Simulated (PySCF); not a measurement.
A PySCF script (with the pyscf-properties extension) for the NMR shieldings of `C#C[SiH2]C#CB(C)C`, C6H9BSi, on a GFN2-xTB geometry:

```python
import basis_set_exchange as bse
import numpy as np
from pyscf import gto, dft
from pyscf.prop import nmr

atoms = """
C     4.331373    1.518527    0.089461
C     3.698446    0.497506    0.124924
Si    2.739759   -1.086108    0.182931
C     0.943495   -0.654080    0.242678
C    -0.239862   -0.383099    0.283251
B    -1.704430   -0.032076    0.344331
C    -2.779077   -1.183496    0.227363
C    -2.133187    1.477566    0.510933
H     4.880637    2.415840    0.058786
H     3.099319   -1.819834    1.403827
H     3.015334   -1.854902   -1.038130
H    -3.792154   -0.817295    0.079676
H    -2.547157   -1.881368   -0.575606
H    -2.778867   -1.773156    1.144888
H    -1.379011    2.092497    0.996746
H    -2.288525    1.900774   -0.482727
H    -3.073093    1.594734    1.046221
"""
names = dict.fromkeys(["C", "Si", "B", "H"], "pcSseg-1")
basis = {el: gto.basis.parse(bse.get_basis(n, elements=[el], fmt="nwchem")) for el, n in names.items()}
mol = gto.M(atom=atoms, basis=basis, charge=0, verbose=0)
mf = dft.RKS(mol, xc="PBE0")
mf.grids.level = 2
mf.grids.alignment = dft.numint.BLKSIZE   # the property module wants whole blocks of grid points
mf.conv_tol = 1e-9
mf.kernel()

calc = nmr.RKS(mf)   # GIAO
C = mf.mo_coeff
Co = C[:, mf.mo_occ > 0]
resp = mf.gen_response(singlet=True, hermi=2)
def vind(x):   # induced exchange potential for any number of trial vectors
    d = np.einsum("pi,xij,qj->xpq", C, 2 * x.reshape(-1, C.shape[1], Co.shape[1]), Co, optimize=True)
    return np.einsum("xpq,pi,qj->xij", resp(d - d.transpose(0, 2, 1)), C, Co, optimize=True).ravel()
mo1, _ = nmr.rhf.solve_mo1(calc, with_cphf=vind)
sigma = calc.kernel(mo1)
for i, s in enumerate(sigma):   # ppm
    w = np.linalg.eigvalsh((s + s.T) / 2)
    print("%2d %-2s iso %8.1f  s11 %8.1f  s22 %8.1f  s33 %8.1f" % (i, mol.atom_pure_symbol(i), w.mean(), *w))
```

**Question.** Give the expected output.

**Answer.** 
```
 0 C  iso     83.1  s11     -2.1  s22      1.3  s33    249.9
 1 C  iso    102.5  s11      6.0  s22     12.3  s33    289.1
 2 Si iso    443.1  s11    436.9  s22    443.4  s33    449.0
 3 C  iso     51.3  s11    -15.5  s22     11.3  s33    158.0
 4 C  iso     58.9  s11    -60.7  s22    -40.4  s33    277.8
 5 B  iso     27.3  s11    -57.5  s22     15.5  s33    124.0
 6 C  iso    169.6  s11    144.5  s22    177.1  s33    187.3
 7 C  iso    168.7  s11    143.9  s22    174.7  s33    187.5
 8 H  iso     29.8  s11     24.7  s22     24.9  s33     39.7
 9 H  iso     26.9  s11     23.5  s22     25.5  s33     31.6
10 H  iso     26.9  s11     23.4  s22     25.5  s33     31.7
11 H  iso     30.5  s11     26.9  s22     29.8  s33     34.8
12 H  iso     30.7  s11     26.6  s22     29.8  s33     35.6
13 H  iso     31.0  s11     27.1  s22     29.4  s33     36.4
14 H  iso     30.4  s11     26.2  s22     30.0  s33     34.9
15 H  iso     31.0  s11     27.3  s22     29.2  s33     36.5
16 H  iso     30.5  s11     26.8  s22     29.5  s33     35.1
```

These numbers come from an equivalent density-fitted implementation of the same equations, which agrees with the script to about 0.01 ppm for H and up to a few tenths of a ppm for heavy atoms, so last digits may differ.

Size and cost of the density-fitted run: 188 basis functions, 29 s wall time on 1 thread of an Intel Xeon Platinum 8488C, shared host; peak memory 0.83 GiB.
